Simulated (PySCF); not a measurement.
F₂OS, charge +1, doublet, at a GFN2-xTB geometry (a state made from the parent by changing its charge; the spin is typed, not shown lowest); PySCF with B3LYP/6-31G.

Input for PySCF:
```python
from pyscf import gto, scf, dft

mol = gto.Mole()
mol.atom = '''
    O     1.412777   -0.152744   -0.328451
    S     0.175328   -0.006149    0.328915
    F    -0.664628    1.263810   -0.187633
    F    -0.902868   -1.117107   -0.105148
'''
mol.basis = '6-31g'
mol.charge = 1
mol.spin = 1
mol.verbose = 4
mol.build()

mf = dft.UKS(mol)
mf.xc = 'b3lyp'
mf.kernel()
mf.analyze()
```

Task: Predict the main parts of the log of this PySCF run.

Result: 
```
PySCF version 2.14.0

[INPUT] verbose = 4
[INPUT] num. atoms = 4
[INPUT] num. electrons = 41
[INPUT] charge = 1
[INPUT] spin (= nelec alpha-beta = 2S) = 1
[INPUT] symmetry False subgroup None
[INPUT] Mole.unit = angstrom
[INPUT] Symbol           X                Y                Z      unit          X                Y                Z       unit  Magmom
[...]
nuclear repulsion = 191.026359123463
number of shells = 22
number of NR pGTOs = 112
number of NR cGTOs = 40
basis = 6-31g
ecp = {}

******** <class 'pyscf.dft.uks.UKS'> ********
method = UKS
initial guess = minao
damping factor = 0
level_shift factor = 0
DIIS = <class 'pyscf.scf.diis.CDIIS'>
diis_start_cycle = 1
diis_space = 8
diis_damp = 0
SCF conv_tol = 1e-09
SCF conv_tol_grad = None
SCF max_cycles = 50
direct_scf = True
direct_scf_tol = 1e-13
number electrons alpha = 21  beta = 20
XC library pyscf.dft.libxc version 7.1.2
    S. Lehtola, C. Steigemann, M. J. T. Oliveira, and M. A. L. Marques,  SoftwareX 7, 1–5 (2018)
XC functionals = b3lyp
    P. J. Stephens, F. J. Devlin, C. F. Chabalowski, and M. J. Frisch,  J. Phys. Chem. 98, 11623 (1994)
radial grids:
    Treutler-Ahlrichs [JCP 102, 346 (1995); DOI:10.1063/1.469408] (M4) radial grids

becke partition: Becke, JCP 88, 2547 (1988); DOI:10.1063/1.454033
pruning grids: <function nwchem_prune>
grids dens level: 3
symmetrized grids: False
atomic radii adjust function: <function treutler_atomic_radii_adjust>
small_rho_cutoff = 0
Set gradient conv threshold to 3.16228e-05
tot grids = 61488
init E= -673.804279328482

cycle= 1 E= -672.016959435967  delta_E= 1.79  |g|= 0.768  |ddm|= 1.88
cycle= 2 E= -670.952443396107  delta_E= 1.06  |g|= 1.72  |ddm|= 2.63
cycle= 3 E= -672.117457376865  delta_E= -1.17  |g|= 0.764  |ddm|= 1.93
cycle= 4 E= -672.353403707055  delta_E= -0.236  |g|= 0.089  |ddm|= 0.631
cycle= 5 E= -672.356594664477  delta_E= -0.00319  |g|= 0.0392  |ddm|= 0.0934
cycle= 6 E= -672.357307622318  delta_E= -0.000713  |g|= 0.017  |ddm|= 0.0367
cycle= 7 E= -672.35753302813  delta_E= -0.000225  |g|= 0.00186  |ddm|= 0.0352
cycle= 8 E= -672.357545079991  delta_E= -1.21e-05  |g|= 0.00169  |ddm|= 0.0103
cycle= 9 E= -672.357547793084  delta_E= -2.71e-06  |g|= 0.000151  |ddm|= 0.00517
cycle= 10 E= -672.35754780907  delta_E= -1.6e-08  |g|= 0.000206  |ddm|= 0.000485
cycle= 11 E= -672.357547823411  delta_E= -1.43e-08  |g|= 6.11e-05  |ddm|= 0.000203
cycle= 12 E= -672.357547825431  delta_E= -2.02e-09  |g|= 7.49e-06  |ddm|= 9.72e-05
[...]
converged SCF energy = -672.357547825523  <S^2> = 0.75938017  2S+1 = 2.0093583
Total Energy =                        -672.357547825522602
[...]
**** MO energy ****
                             alpha | beta                alpha | beta
[...]
To work with the spin densities directly, `use mulliken_meta_spin()` only printing them here.

 ** Mulliken spin pop alpha/beta on meta-lowdin orthogonal AOs **
 ** Mulliken Spin Density (per AO)  **
spin_pop of  0 O 1s       -0.00000
spin_pop of  0 O 2s        0.00412
spin_pop of  0 O 3s       -0.00031
spin_pop of  0 O 2px       0.01460
spin_pop of  0 O 2py      -0.00139
spin_pop of  0 O 2pz       0.50584
spin_pop of  0 O 3px       0.00064
spin_pop of  0 O 3py       0.00012
spin_pop of  0 O 3pz       0.00137
spin_pop of  1 S 1s        0.00000
spin_pop of  1 S 2s        0.00002
spin_pop of  1 S 3s        0.13103
spin_pop of  1 S 4s        0.00287
spin_pop of  1 S 2px      -0.00000
spin_pop of  1 S 2py      -0.00000
spin_pop of  1 S 2pz       0.00001
spin_pop of  1 S 3px      -0.02744
spin_pop of  1 S 3py      -0.01948
spin_pop of  1 S 3pz       0.10331
spin_pop of  1 S 4px      -0.00118
spin_pop of  1 S 4py      -0.00115
spin_pop of  1 S 4pz       0.00609
spin_pop of  2 F 1s       -0.00000
spin_pop of  2 F 2s       -0.00187
spin_pop of  2 F 3s       -0.00024
spin_pop of  2 F 2px       0.01990
spin_pop of  2 F 2py       0.03860
spin_pop of  2 F 2pz       0.08376
spin_pop of  2 F 3px       0.00005
spin_pop of  2 F 3py      -0.00002
spin_pop of  2 F 3pz       0.00028
spin_pop of  3 F 1s       -0.00000
spin_pop of  3 F 2s       -0.00187
spin_pop of  3 F 3s       -0.00024
spin_pop of  3 F 2px       0.03354
spin_pop of  3 F 2py       0.03393
spin_pop of  3 F 2pz       0.07480
spin_pop of  3 F 3px       0.00006
spin_pop of  3 F 3py      -0.00001
spin_pop of  3 F 3pz       0.00026
 ** Mulliken Spin Density (per atom)  **
spin density of  0 O =      0.52500
spin density of  1 S =      0.19407
spin density of  2 F =      0.14046
spin density of  3 F =      0.14046
 ** Mulliken pop alpha/beta on meta-lowdin orthogonal AOs **
 ** Mulliken pop       alpha | beta **
[...]
In total            21.00000 | 20.00000
 ** Mulliken atomic charges   ( Nelec_alpha | Nelec_beta ) **
charge of  0O =     -0.24771  (     4.38636      3.86136 )
charge of  1S =      1.64142  (     7.27632      7.08225 )
charge of  2F =     -0.19686  (     4.66866      4.52820 )
charge of  3F =     -0.19685  (     4.66866      4.52820 )

WARN: System has nonzero charge 1; the dipole moment is origin-dependent.
Location of origin: [0. 0. 0.]

Dipole moment(X, Y, Z, Debye):  0.84020, -0.02620,  1.67050
```
